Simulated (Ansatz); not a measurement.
Start from `PS[CH2][SnH3]` and change one atom or group to get `CS[CH2][SnH3]`.

Ansatz, PBE0-D4/def2-TZVP geometries, multiplicity 1. Each molecule was computed in one conformer, which needn't be the lowest.

Elements past krypton have def2 core potentials.

```
                                      property  `PS[CH2][SnH3]`
size of the dipole moment (PBE/def2-TZVPP) / D             0.58
            LUMO energy (PBE0/def2-TZVPP) / eV            -0.43
         HOMO energy (ωB97M-V/def2-TZVPP) / eV            -8.70
         HOMO–LUMO gap (B3LYP/def2-TZVPP) / eV             5.73
           LUMO energy (B3LYP/def2-TZVPP) / eV            -0.64
          HOMO–LUMO gap (PBE0/def2-TZVPP) / eV             6.16
```

Question: Give the same properties after the change, and the shifts. (Best estimate.)

Answer: Ansatz gave: 
```tsv
property	`CS[CH2][SnH3]`	shift
size of the dipole moment (PBE/def2-TZVPP) / D	1.70	1.12
LUMO energy (PBE0/def2-TZVPP) / eV	0.13	0.56
HOMO energy (ωB97M-V/def2-TZVPP) / eV	-8.57	0.13
HOMO–LUMO gap (B3LYP/def2-TZVPP) / eV	6.01	0.28
LUMO energy (B3LYP/def2-TZVPP) / eV	-0.12	0.52
HOMO–LUMO gap (PBE0/def2-TZVPP) / eV	6.47	0.31
```

With PBE0 the HOMO rises by 0.25 eV and the LUMO rises by 0.56 eV, so the gap widens by about 0.31 eV. PBE moves the HOMO by 0.35 eV and ωB97M-V by 0.13 eV. Dipoles are sizes alone; their direction can turn.

Positive LUMOs are unbound, so they and the gaps depend on the basis.

B3LYP here is the variant with VWN-RPA as its local correlation; programs differ in this.
